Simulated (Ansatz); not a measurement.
Job for Ansatz (an electronic-structure program): R-MP2/cc-pV(T+d)Z on H3Si (SMILES [SiH3+]). Charge +1. Files ending in .json are basis or fitting sets from the Basis Set Exchange.

Ansatz 0.2 input:
```yaml
crystal:
  periodic: [false, false, false]
  atoms:
    - {symbol: Si, position_ang: [0.00000000, -0.00000000, 0.00000000]}
    - {symbol: H, position_ang: [-0.15813117, 1.45891838, -0.00997779]}
    - {symbol: H, position_ang: [-1.18222442, -0.86667583, -0.06903821]}
    - {symbol: H, position_ang: [1.34035558, -0.59224254, 0.07901599]}
basis:
  gaussian:
    orbitals: cc-pV_T+d_Z.json
total_charge: 1
magnetization: {spin_polarized: false}
correlation: {method: mp2, electrons: outside_noble_gas}
accuracy: high
relax: {f_tol: 0.0005, max_steps: 60}
scf: {lower_state_search: off}
output: {forces: true}
```

It printed:

```
WARN ansatz: RAYON_NUM_THREADS=1 ignored (pool sized by the plan → 1); use --threads N
Functional definition: HF
these checks for a lower state are left out or cut short: starts, cluster_reference, orbital_swaps, neighbouring_geometries, increment
integrals: 0.08 GiB planned
1413 factors; integrals over basis functions are off by at most 2.3e-9 eV
mean field: 0.15 GiB planned
mean field evaluation 1: about -7900.8146 eV, gradient 9.0e0 eV
mean field evaluation 2: about -7900.8146 eV, gradient 9.0e0 eV
mean field evaluation 4: about -7901.2077 eV, gradient 2.2e-1 eV
mean field evaluation 8: about -7901.2082 eV, gradient 2.1e-5 eV
mean field -7901.20816049 eV, -290.3640442667 hartree, gradient 2.4e-8 eV, S^2 0.000000; 0 other end points of the search recorded, 0 dependent functions left out
5 core orbitals not correlated
reference -7901.20816049 eV, -290.3640442667 hartree; 3, 3 occupied and 73, 73 virtual orbitals, 1413 factors
densities: 0.18 GiB planned
second order -2.79213344 eV of doubles, -0.00000000 eV of singles
the calculation of the forces begins
relax step   1: F+E_penalty+E_count = -7904.00029393 eV  Δ(F+E_penalty+E_count) = +0.000e0 eV  max|allowed force component| = 1.859e-1 eV/Å  Δτ_max = 0.0000 Å  (33 SCF iters, accepted)
these checks for a lower state are left out or cut short: starts, cluster_reference, orbital_swaps, neighbouring_geometries, increment
integrals: 0.08 GiB planned
1413 factors; integrals over basis functions are off by at most 2.3e-9 eV
mean field: 0.15 GiB planned
mean field evaluation 16: about -7901.2120 eV, gradient 7.2e-3 eV
mean field -7901.21199613 eV, -290.3641852239 hartree, gradient 9.2e-9 eV, S^2 0.000000; 0 other end points of the search recorded, 0 dependent functions left out
5 core orbitals not correlated
reference -7901.21199613 eV, -290.3641852239 hartree; 3, 3 occupied and 73, 73 virtual orbitals, 1413 factors
densities: 0.18 GiB planned
second order -2.79077909 eV of doubles, -0.00000000 eV of singles
the calculation of the forces begins
relax step   2: F+E_penalty+E_count = -7904.00277522 eV  Δ(F+E_penalty+E_count) = -2.481e-3 eV  max|allowed force component| = 4.534e-2 eV/Å  Δτ_max = 0.0071 Å  (35 SCF iters, accepted)
these checks for a lower state are left out or cut short: starts, cluster_reference, orbital_swaps, neighbouring_geometries, increment
integrals: 0.08 GiB planned
1413 factors; integrals over basis functions are off by at most 2.3e-9 eV
mean field: 0.15 GiB planned
mean field -7901.21256174 eV, -290.3642060095 hartree, gradient 5.8e-9 eV, S^2 0.000000; 0 other end points of the search recorded, 0 dependent functions left out
5 core orbitals not correlated
reference -7901.21256174 eV, -290.3642060095 hartree; 3, 3 occupied and 73, 73 virtual orbitals, 1413 factors
densities: 0.18 GiB planned
second order -2.79036701 eV of doubles, -0.00000000 eV of singles
the calculation of the forces begins
mean field evaluation 32: about -7901.2126 eV, gradient 5.9e-9 eV
relax step   3: F+E_penalty+E_count = -7904.00292875 eV  Δ(F+E_penalty+E_count) = -1.535e-4 eV  max|allowed force component| = 2.806e-4 eV/Å  Δτ_max = 0.0023 Å  (29 SCF iters, accepted)
Total energy: -7904.00292875 eV, -290.4667501059 hartree
Atom 0 at    -0.000000     0.000000     0.000000 Å, force     0.000000    -0.000000     0.000000 eV/Å
Atom 1 at    -0.157124     1.449629    -0.009914 Å, force    -0.000030     0.000281    -0.000002 eV/Å
Atom 2 at    -1.174697    -0.861157    -0.068599 Å, force    -0.000227    -0.000167    -0.000013 eV/Å
Atom 3 at     1.331821    -0.588471     0.078513 Å, force     0.000258    -0.000114     0.000015 eV/Å
Dipole moment:     0.000000    -0.000000     0.000000 e Å
Checks for a lower state left out: starts, cluster_reference, orbital_swaps, neighbouring_geometries, increment
```

The calculation finished and met its thresholds.

Cost: roughly 11 core-seconds.
